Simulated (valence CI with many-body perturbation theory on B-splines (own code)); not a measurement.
## Basis-set convergence for Cr²⁺

Computed by configuration interaction combined with many-body perturbation theory (CI+MBPT): four valence electrons over a frozen Dirac-Fock core [Ar], a basis of 7 s, 7 p, 8 d, 6 f, 4 g, 1 h functions for each j, with the one-electron correlation potential Σ1, the two-electron term Σ2, the three-electron term Σ3, Breit, model QED; selected CI, second order for the rest, scaled by the run's own slope (own B-spline code, finite nucleus).

Against 32 measured levels this calculation errs by 471 cm⁻¹ on average and by 3389 at most. Among the levels kept, up to 250 cm⁻¹ of a level comes from second order outside the variational space, and about a tenth of that is noise between levels of different J, which matters for small intervals. Only levels of the ground parity were solved; by the run's estimate the other parity begins above the list, which can be wrong where configurations are misplaced.

The reference run has the lowest level 3d⁴ ⁵D_0 and an ionisation energy of 30.4280 eV. Its largest variational space holds 20496 state functions.

Letters in brackets count levels of one name in rising energy.

Changed runs:
A. basis 6 s, 6 p, 5 d, 5 f, 1 g
B. basis 5 s, 5 p, 4 d, 4 f

Excitation energies of the reference run in cm⁻¹, and shifts in cm⁻¹:

| Level | Reference | A | B |
| --- | --- | --- | --- |
| 3d⁴ ⁵D_1 | 62.5 | -3.0 | -2.8 |
| 3d⁴ ⁵D_2 | 181 | -5.4 | -5.5 |
| 3d⁴ ⁵D_3 | 351 | -7.6 | -7.8 |
| 3d⁴ ⁵D_4 | 565 | -10 | -9.3 |
| 3d⁴ ³H_4 | 16524 | +28 | +657 |
| 3d⁴ ³H_5 | 16642 | +28 | +657 |
| 3d⁴ ³H_6 | 16771 | +27 | +656 |
| 3d⁴ ³P_0 [a] | 17179 | +259 | +665 |
| 3d⁴ ³P_1 [a] | 17562 | +251 | +659 |
| 3d⁴ ³P_2 [a] | 18226 | +243 | +653 |
| 3d⁴ ³F_2 [a] | 18440 | +170 | +671 |
| 3d⁴ ³F_3 [a] | 18492 | +169 | +673 |
| Ionisation energy (eV) | 30.4280 | -0.1546 | -0.1803 |
